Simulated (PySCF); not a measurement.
## How methods differ on the ionisation energy of N²⁺

N²⁺ [He] 2s2 2p1 (2P) → N³⁺ [He] 2s2 (1S), as a difference of total energies. Calculation: PySCF 2.14, in aug-cc-pCVTZ-DK with one added diffuse shell each of s, p, d, f type (8s7p5d3f, 75 functions); scalar relativity by spin-free X2C-1e. Correlated levels: valence and next inner shell: nothing frozen. The calculations carry no spin-orbit coupling.

```json
{"method": "UHF", "ionisation energy (eV)": "47.264"}
{"method": "MP2 (valence and next inner shell)", "ionisation energy (eV)": "47.517"}
{"method": "SCS-MP2 (valence and next inner shell)", "ionisation energy (eV)": "47.448"}
{"method": "CCSD (valence and next inner shell)", "ionisation energy (eV)": "47.295"}
{"method": "CCSD(T) (valence and next inner shell)", "ionisation energy (eV)": "47.316"}
```

A first-order spin-orbit estimate (lowest level to lowest level, LS coupling) adds 0.014 eV.

Errors of the correlated levels include the incompleteness of this basis.

The coupled-cluster amplitudes are large for N³⁺ (T1 above 0.03 or a double amplitude above 0.15), so a single reference is strained.

Which method comes closest to the reference value, and which is furthest?

The reference is 47.445 eV (semi-empirical (NIST evaluation); NIST Atomic Spectra Database, ionization energies). Closest: SCS-MP2 (valence and next inner shell) (error 0.018 eV); furthest: UHF (error -0.167 eV), both after the spin-orbit estimate.
